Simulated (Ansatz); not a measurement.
Consider the ligand exchange at the Si–C bond: `CO[SiH2]C[SiH3]` + H₂S → `CO[SiH2]S` + `C[SiH3]`.

Computed with Ansatz on PBE0-D4/def2-TZVP structures; ΔE is electronic, products minus reactants. CBS: MP2 limit from def2 TZ/QZ plus the TZ coupled-cluster correction, frozen cores. This one scheme is used for every species. DFT in def2-TZVPP. B3LYP here is the variant with VWN-RPA as its local correlation; programs differ in this. One conformer a species, not always the lowest.

| level | ΔE (eV) |
| --- | --- |
| B3LYP-D4 | -0.56 |
| PBE0 | -0.60 |
| SCS-MP2/def2-TZVPP | -0.54 |
| MP2/CBS(def2) | -0.57 |

What does CCSD(T)/CBS give? (Best estimate.)

Ansatz gave: -0.54 eV. The listed levels differ from it by -0.02, -0.06, 0.00, -0.03 eV.

Largest T1 diagnostic among the species: 0.011.

In def2-TZVPP, CCSD(T) changes the Hartree–Fock value by +0.08 eV (the triples alone add −0.00 eV) and MP2 by +0.05 eV. The D4 term adds +0.05 eV with B3LYP and +0.03 eV with PBE0; it sums over pairs of atoms, weighted by their polarisabilities, and B3LYP, whose exchange is more repulsive, gets the larger term.
